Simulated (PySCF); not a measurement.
# Telling isomers of C6H10ClFO apart by NMR

Theory: coordinates at the GFN2-xTB level, shieldings: GIAO PBE0/pcSseg-1, in PySCF (no solvent, fast rotation and ring inversion assumed for equivalent nuclei, non-relativistic Hamiltonian, single conformer).

Referencing at the same level of theory: $^{1}$H and $^{13}$C against TMS. Splittings of carbon signals by F and P are missing where no couplings were computed. Where no couplings were computed, multiplicities follow the n + 1 count of equivalent neighbours, and m marks all less simple cases (inequivalent or close neighbours, rings, F or P nearby). Shifts are as computed. Against solution values, carbons near 30 ppm lie about +3 ppm off and those near 130 ppm about +5 ppm; carbons on Cl a further +6 ppm. Of 1211 compounds with measured shifts, 218 miss one by over three times the rms of a fit or turn the order of signals round; such compounds aren't used in these exercises. Carbons bonded to Cl come out too deshielded.

(1) Tabulate the signals of `CC(C)[C@@](C)(F)C(=O)Cl`, `C[C@H](F)C(C)(C)C(=O)Cl` and their relative energies.

(2) What is the quickest way to tell CC(C)[C@@](C)(F)C(=O)Cl from C[C@H](F)C(C)(C)C(=O)Cl?

Results:

(1) 
```tsv
SMILES	carbon types	δC	δH	E rel. (kcal/mol)
CC(C)[C@@](C)(F)C(=O)Cl	2×C 1×CH 3×CH3	191.3, 103.3, 43.1, 26.5, 19.8, 17.5	1.99 (m, 1H), 1.63 (m, 3H), 1.14 (d, 3H), 1.02 (d, 3H)	2.0
C[C@H](F)C(C)(C)C(=O)Cl	2×C 1×CH 3×CH3	191.5, 95.3, 57.1, 27.8, 20.0, 18.0	4.95 (m, 1H), 1.52 (s, 3H), 1.38 (m, 3H), 1.33 (s, 3H)	0.0
```

Energies are electronic energies at PBE0/pcSseg-1 on these geometries, without zero-point or thermal terms, each for the one conformer computed, which needn't be the lowest.

(2) Both give the same number of carbon signals, with the same numbers of each carbon type, so the positions decide. The first has an sp3 CH at 43.1 ppm, the second an sp3 CH bonded to F at 95.3 ppm. Their most deshielded carbons lie at 191.3 and 191.5 ppm. In the proton spectra the most deshielded non-exchanging signals are 1.99 (m, 1H) and 4.95 (m, 1H).
